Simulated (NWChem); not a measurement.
# Extrapolating the CCSD(T) correlation energy of sulfur difluoride (F2S)

```
S
F 1 1.6118
F 1 1.6118 2 99.21
```
Charge 0, spin multiplicity 1.

Everything below was run with NWChem. Structure: optimised with PBE0/def2-SVP, a minimum by its harmonic frequencies.

The correlated methods keep 7 core orbitals frozen. No row is a measurement; the coupled-cluster row has its own basis-set and correlation limits.

Worked example. The CCSD(T) correlation energy is -529.75 mHa in cc-pVDZ and -712.03 mHa in cc-pVTZ. The form E(X) = E∞ + A/X³ turns the pair into an estimate of the basis-set limit.

E∞ = (3³·(-712.03) − 2³·(-529.75))/(3³ − 2³) = -788.8 mHa. The larger basis holds 90 % of that, at about 9 times the processor time of the smaller one. This is a two-point estimate, and a rough one from so small a pair.
